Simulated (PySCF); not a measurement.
Isomers of C5H15FSi3, one GFN2-xTB conformer each. Single-point energies are computed at PBE0/pcSseg-1 (PySCF, gas phase, no added dispersion term), electronic only.

| SMILES | GFN2-xTB relative energy (kcal/mol) |
| --- | --- |
| CC[C@@H]1C[SiH2][SiH2][C@@H](F)[SiH2]1 | 19.4 |
| C=CCC[Si]([SiH3])([SiH3])CF | 46.6 |
| C=C[Si@](C)(C[SiH3])C[SiH2]F | 0.0 |

Conformers: `[CH3:1][CH2:2][C@@H:3]1[CH2:4][SiH2:5][SiH2:6][C@@H:7]([F:8])[SiH2:9]1` with C1–C2–C3–C4 65°, C2–C3–C4–Si5 161°, C3–C4–Si5–Si6 57°, C4–Si5–Si6–C7 -41°, Si5–Si6–C7–F8 -74°; `[CH2:1]=[CH:2][CH2:3][CH2:4][Si:5]([SiH3:6])([SiH3:7])[CH2:8][F:9]` with C1–C2–C3–C4 -117°, C2–C3–C4–Si5 -63°, C3–C4–Si5–Si6 75°, C4–Si5–C8–F9 -174°; `[CH2:1]=[CH:2][Si@:3]([CH3:4])([CH2:5][SiH3:6])[CH2:7][SiH2:8][F:9]` with C1–C2–Si3–C4 149°, C2–Si3–C5–Si6 60°, C2–Si3–C7–Si8 52°, Si3–C7–Si8–F9 52°.

Problem. What does PBE0/pcSseg-1 give for the same structures?

Solution. 
| SMILES | PBE0/pcSseg-1 E (Eh) | PBE0/pcSseg-1 (kcal/mol) | GFN2-xTB (kcal/mol) | point group |
| --- | --- | --- | --- | --- |
| C=C[Si@](C)(C[SiH3])C[SiH2]F | -1167.17677 | 0.0 | 0.0 | C1 |
| CC[C@@H]1C[SiH2][SiH2][C@@H](F)[SiH2]1 | -1167.10339 | 46.0 | 19.4 | C1 |
| C=CCC[Si]([SiH3])([SiH3])CF | -1167.06526 | 70.0 | 46.6 | C1 |

Both levels put the same isomer lowest; measured from each level's own lowest isomer, the values differ by up to 26.6 kcal/mol (CC[C@@H]1C[SiH2][SiH2][C@@H](F)[SiH2]1: 19.4 against 46.0). As drawn, the lowest has an Si–F bond, which the highest lacks; the highest has an Si–Si bond, which the lowest lacks.

Problem. Which frontier levels, dipoles and rotational constants go with these structures?

Solution. 
| SMILES | HOMO (eV, PBE0/pcSseg-1) | LUMO (eV) | dipole (D) | A, B, C (MHz) |
| --- | --- | --- | --- | --- |
| C=C[Si@](C)(C[SiH3])C[SiH2]F | -7.81 | -0.42 | 1.99 | 1183, 599.5, 552.5 |
| CC[C@@H]1C[SiH2][SiH2][C@@H](F)[SiH2]1 | -7.87 | -0.10 | 1.69 | 1337, 725.6, 555.7 |
| C=CCC[Si]([SiH3])([SiH3])CF | -7.71 | -0.53 | 2.42 | 1121, 558.5, 531.9 |
